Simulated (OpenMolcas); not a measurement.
**Mo5+ in octahedral coordination: ligands and hosts compared**

```
Program             : OpenMolcas 26.06
Method              : CASSCF
Active space        : 1 electron in 5 orbitals (4d)
Spin-orbit coupling : RASSI with atomic mean-field integrals over the reference wave functions
```

Distances were set from a Shannon-type radius of the metal (high-spin where two are listed) plus a fixed donor radius (OH 1.33, O 1.38, F 1.31 Å), in hosts weighted 0.65 to 0.35 with the host's distance in the model lattice. Anionic complexes are neutralised by point charges, and hosts are embedded clusters. Ligand basis ANO-RCC-VDZP. States (labels of the rotation group of each site). Energies in cm-1 above the lowest state or level, χT in cm3 K/mol; under a threefold ground state the first gap can be a small split of the lowest multiplet, not the spin-orbit step; 10Dq is the gap between the two states.

| Ligand or host | R (Å) | Metal basis | Outer charge (e at Å behind ligand) | Ground state | First state of that spin | 10Dq | First gap with spin-orbit (degeneracies) | χT at 300 K |
| --- | --- | --- | --- | --- | --- | --- | --- | --- |
| OH | 1.94 | ANO-RCC-VDZP | 0.17 at 3.2 | 2S+1 = 2 | 440.6 |  | 340.2 (2, 2) | 0.124 |
| O | 1.99 | ANO-RCC-VDZP | 1.2 at 2.4 | 2T2 | 2E 27596 | 27596 | 1193 (4, 2) | 0.123 |
| F | 1.92 | ANO-RCC-VTZP | 0.17 at 2.8 | 2T2 | 2E 34552 | 34552 | 1249 (4, 2) | 0.118 |
| Cs2GeF6 | 1.879 | ANO-RCC-VTZP |  | 2T2 | 2E 38725 | 38725 | 1237 (4, 2) | 0.119 |

The rows also differ in their metal basis and outer charges, so part of each step comes from that.

|10Dq| rises in the order O < F < Cs2GeF6, by a factor of 1.40 from first to last. Hosts and complexes held by bare charges are embedded differently, which, with the errors of the method, can account for most of this spread.

With metal d orbitals alone the field can be off either way by tens of per cent. Ligand-to-metal charge-transfer states are missing. An orbital doublet at a regular site is open to a Jahn-Teller distortion, which this geometry leaves out (holds for OH). The least metal-like active orbital is 68 % on the metal (Löwdin) and no ligand orbital is active, so the numbers are rough (holds for OH). An orbital triplet at a regular site is open to Jahn-Teller coupling, which can distort the site and quench the lowest spin-orbit gaps and is left out (holds for O; F; Cs2GeF6). The least metal-like active orbital is 67 % on the metal (Löwdin) and no ligand orbital is active, so the numbers are rough (holds for O). The oxide ions are held by bare point charges, a crude embedding (holds for O). The least metal-like active orbital is 74 % on the metal (Löwdin) and no ligand orbital is active, so the numbers are rough (holds for F). The least metal-like active orbital is 73 % on the metal (Löwdin) and no ligand orbital is active, so the numbers are rough (holds for Cs2GeF6). No measured value stands beside these numbers; the geometry is a model, was not optimised and need not be the one that this ion takes.

A state without a sure symmetry label is named by its multiplicity alone.
